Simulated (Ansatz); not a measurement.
A nudged elastic band was laid between two geometries of AlClH4OSi (8 atoms, charge 0, multiplicity 1).

All numbers below come from RKS B3LYP-D4/def2-SVP (Ansatz).

```
movable images  : 7
climbing image  : yes
spring          : 5.0 eV/Å²
optimiser       : quadratic models (default)
start path      : IDPP
force threshold : 0.05 eV/Å
iteration limit : 33
end points      : relaxed
```

Initial state:

```xyz
8
Properties=species:S:1:pos:R:3
O -1.646 -0.840 0.849
Si -0.797 -0.211 -0.460
Al 1.503 0.382 0.190
Cl 2.948 0.684 -1.334
H -1.724 -0.278 1.629
H -1.496 0.976 -1.061
H -0.799 -1.287 -1.491
H 2.011 0.575 1.679
```

Final state:

```xyz
8
Properties=species:S:1:pos:R:3
O -1.443 -0.438 1.158
Si -0.730 -0.113 -0.330
Al 1.623 0.332 0.177
Cl 2.913 0.647 -1.480
H -2.387 -0.640 1.162
H -1.381 1.058 -1.010
H -0.888 -1.264 -1.281
H 2.293 0.417 1.605
```

Q: What changes between the two ends?

A: No bond is made or broken. The dihedral H5–O1–Si2–H6 goes from -66 to 59°.

Q: What energy profile does the band end with?

A: The forces met the threshold. The highest image is number 4 of 0 to 8, 0.020 eV above the first end and 0.051 eV above the last; the last end lies 0.031 eV below the first. A vibrational analysis at the climbing image gives one clearly imaginary mode, 248i cm⁻¹: a first-order saddle point.

```json
{"image": "0", "path coordinate (Å)": "0.00", "energy (eV)": "0.000", "dihedral H5–O1–Si2–H6 (°)": "-66"}
{"image": "1", "path coordinate (Å)": "0.17", "energy (eV)": "0.002", "dihedral H5–O1–Si2–H6 (°)": "-58"}
{"image": "2", "path coordinate (Å)": "0.33", "energy (eV)": "0.008", "dihedral H5–O1–Si2–H6 (°)": "-45"}
{"image": "3", "path coordinate (Å)": "0.50", "energy (eV)": "0.016", "dihedral H5–O1–Si2–H6 (°)": "-30"}
{"image": "4", "path coordinate (Å)": "0.66", "energy (eV)": "0.020", "dihedral H5–O1–Si2–H6 (°)": "-13"}
{"image": "5", "path coordinate (Å)": "0.86", "energy (eV)": "0.011", "dihedral H5–O1–Si2–H6 (°)": "9"}
{"image": "6", "path coordinate (Å)": "1.06", "energy (eV)": "-0.009", "dihedral H5–O1–Si2–H6 (°)": "29"}
{"image": "7", "path coordinate (Å)": "1.25", "energy (eV)": "-0.025", "dihedral H5–O1–Si2–H6 (°)": "46"}
{"image": "8", "path coordinate (Å)": "1.45", "energy (eV)": "-0.031", "dihedral H5–O1–Si2–H6 (°)": "59"}
```

Q: What is the geometry of the highest image?

A: 
```xyz
8
Properties=species:S:1:pos:R:3
O -1.512 -0.780 1.007
Si -0.751 -0.200 -0.376
Al 1.593 0.313 0.151
Cl 2.929 0.634 -1.469
H -2.162 -0.206 1.426
H -1.463 1.019 -0.890
H -0.852 -1.237 -1.448
H 2.218 0.457 1.598
```

Q: What are the harmonic wavenumbers there?

A: 248i, 19, 83, 175, 322, 393, 490, 528, 650, 679, 819, 857, 913, 939, 1938, 2153, 2197, 3891 cm⁻¹.

The band took 6 iterations and of the order of 6 core-minutes.

Run time: 7.6 min on 1 thread of AMD EPYC (Zen 3), with other jobs on the host, peak memory 0.19 GiB.
